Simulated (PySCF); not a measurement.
Isomers of C6H12FNSi, mass 145.072 u with the commonest isotopes. The calculation used PBE0/pcSseg-1 in PySCF (dipole) on a GFN2-xTB geometry, gas phase. One conformer each, none proved a minimum here; rigid rotors.

Problem. Order these by out-of-plane moment Σ m c² = (Ia + Ib − Ic)/2, smallest first.
A. `[CH:1]#[C:2][CH2:3][C@H:4]([F:5])[SiH2:6][N:7]([CH3:8])[CH3:9]` with C2–C3–C4–F5 -168°, C3–C4–Si6–N7 -163°, C4–Si6–N7–C8 -44°
B. `[CH2:1]=[C:2]([CH3:3])[SiH2:4][C@@H:5]([F:6])/[CH:7]=[N:8]\[CH3:9]` with C1–C2–Si4–C5 -92°, C2–Si4–C5–F6 -68°, Si4–C5–C7–N8 80°
C. `[CH2:1]=[CH:2]/[C:3]([CH3:4])=[N:5]\[C@H:6]([SiH3:7])[CH2:8][F:9]` with C1–C2–C3–C4 -9°, C3–N5–C6–Si7 -86°, N5–C6–C8–F9 166°
D. `[CH2:1]=[C:2]([F:3])[Si@@H:4]1[CH2:5][C@@H:6]1[N:7]([CH3:8])[CH3:9]` with C1–C2–Si4–C5 36°, C5–C6–N7–C8 75°
E. `[CH3:1][N:2]1[CH2:3][CH2:4][C:5]([CH2:6][SiH3:7])=[C:8]1[F:9]` with C4–C5–C6–Si7 -76°, C1–N2–C3–C4 153°, N2–C3–C4–C5 -17°, C3–C4–C5–C6 -176°, C1–N2–C8–C5 -147°
F. `[CH2:1]=[C:2]1[SiH2:3][N:4]([CH3:5])[CH2:6][C@@H:7]1[CH2:8][F:9]` with C6–C7–C8–F9 66°, C1–C2–Si3–N4 174°, C2–Si3–N4–C5 -174°, Si3–N4–C6–C7 31°, N4–C6–C7–C8 84°

Solution. E (36.67 u·Å²), F (40.91 u·Å²), A (42.76 u·Å²), D (64.80 u·Å²), C (70.38 u·Å²), B (90.02 u·Å²).

Problem. Order these by dipole moment, smallest first.
A. `[CH3:1][N:2]1[CH2:3][CH2:4][C:5]([CH2:6][SiH3:7])=[C:8]1[F:9]` with C4–C5–C6–Si7 -76°, C1–N2–C3–C4 153°, N2–C3–C4–C5 -17°, C3–C4–C5–C6 -176°, C1–N2–C8–C5 -147°
B. `[CH2:1]=[CH:2]/[C:3]([CH3:4])=[N:5]\[C@H:6]([SiH3:7])[CH2:8][F:9]` with C1–C2–C3–C4 -9°, C3–N5–C6–Si7 -86°, N5–C6–C8–F9 166°
C. `[CH2:1]=[C:2]([F:3])[Si@@H:4]1[CH2:5][C@@H:6]1[N:7]([CH3:8])[CH3:9]` with C1–C2–Si4–C5 36°, C5–C6–N7–C8 75°
D. `[CH:1]#[C:2][CH2:3][C@H:4]([F:5])[SiH2:6][N:7]([CH3:8])[CH3:9]` with C2–C3–C4–F5 -168°, C3–C4–Si6–N7 -163°, C4–Si6–N7–C8 -44°

Solution. D (1.32 D), A (1.97 D), C (2.11 D), B (2.81 D).

Problem. Order these by rotational constant A, largest first.
A. `[CH2:1]=[C:2]([F:3])[Si@@H:4]1[CH2:5][C@@H:6]1[N:7]([CH3:8])[CH3:9]` with C1–C2–Si4–C5 36°, C5–C6–N7–C8 75°
B. `[CH3:1][N:2]1[CH2:3][CH2:4][C:5]([CH2:6][SiH3:7])=[C:8]1[F:9]` with C4–C5–C6–Si7 -76°, C1–N2–C3–C4 153°, N2–C3–C4–C5 -17°, C3–C4–C5–C6 -176°, C1–N2–C8–C5 -147°
C. `[CH2:1]=[C:2]1[SiH2:3][N:4]([CH3:5])[CH2:6][C@@H:7]1[CH2:8][F:9]` with C6–C7–C8–F9 66°, C1–C2–Si3–N4 174°, C2–Si3–N4–C5 -174°, Si3–N4–C6–C7 31°, N4–C6–C7–C8 84°
D. `[CH:1]#[C:2][CH2:3][C@H:4]([F:5])[SiH2:6][N:7]([CH3:8])[CH3:9]` with C2–C3–C4–F5 -168°, C3–C4–Si6–N7 -163°, C4–Si6–N7–C8 -44°
E. `[CH2:1]=[C:2]([CH3:3])[SiH2:4][C@@H:5]([F:6])/[CH:7]=[N:8]\[CH3:9]` with C1–C2–Si4–C5 -92°, C2–Si4–C5–F6 -68°, Si4–C5–C7–N8 80°
F. `[CH2:1]=[CH:2]/[C:3]([CH3:4])=[N:5]\[C@H:6]([SiH3:7])[CH2:8][F:9]` with C1–C2–C3–C4 -9°, C3–N5–C6–Si7 -86°, N5–C6–C8–F9 166°

Solution. B (2564 MHz), F (2291 MHz), A (2242 MHz), D (2066 MHz), E (1786 MHz), C (1654 MHz).

| SMILES | point group | Ia (u·Å²) | Ib (u·Å²) | Ic (u·Å²) | κ | μa (D) | μb (D) | μc (D) |
| --- | --- | --- | --- | --- | --- | --- | --- | --- |
| C#CC[C@H](F)[SiH2]N(C)C | C1 | 244.60 | 637.60 | 796.68 | -0.78 | 0.67 | 1.08 | 0.37 |
| CN1CCC(C[SiH3])=C1F | C1 | 197.11 | 612.26 | 736.02 | -0.85 | 1.25 | 1.41 | 0.58 |
| C=C(F)[Si@@H]1C[C@@H]1N(C)C | C1 | 225.44 | 574.47 | 670.32 | -0.83 | 2.11 | 0.08 | 0.01 |
| C=C(C)[SiH2][C@@H](F)/C=N\C | C1 | 282.97 | 539.90 | 642.83 | -0.70 | 0.55 | 0.57 | 1.78 |
| C=C1[SiH2]N(C)C[C@@H]1CF | C1 | 305.56 | 407.28 | 631.02 | 0.03 | 1.10 | 0.73 | 0.15 |
| C=C/C(C)=N\[C@H]([SiH3])CF | C1 | 220.64 | 715.47 | 795.35 | -0.91 | 2.72 | 0.42 | 0.57 |
